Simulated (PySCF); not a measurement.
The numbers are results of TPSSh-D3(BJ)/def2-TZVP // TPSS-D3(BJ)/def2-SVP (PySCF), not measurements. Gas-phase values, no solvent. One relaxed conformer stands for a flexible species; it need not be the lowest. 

Reference species: [Zn(NH2)2] (neutral, multiplicity 1).

```json
{
  "charge on the central atom (Mulliken)": "0.44 e",
  "charge on the central atom (meta-Löwdin)": "1.12 e"
}
```

Changed species: [Zn(SH)2] (2 of 2 NH2 replaced by SH; the reference has 0 of 2 NH2 replaced by SH).

**Question.** Predict the effect on the charge on the central atom (Mulliken) and charge on the central atom (meta-Löwdin).

**Answer.** the charge on the central atom (Mulliken) falls by 0.05 e, to 0.39 e; the charge on the central atom (meta-Löwdin) falls by 0.03 e, to 1.09 e.
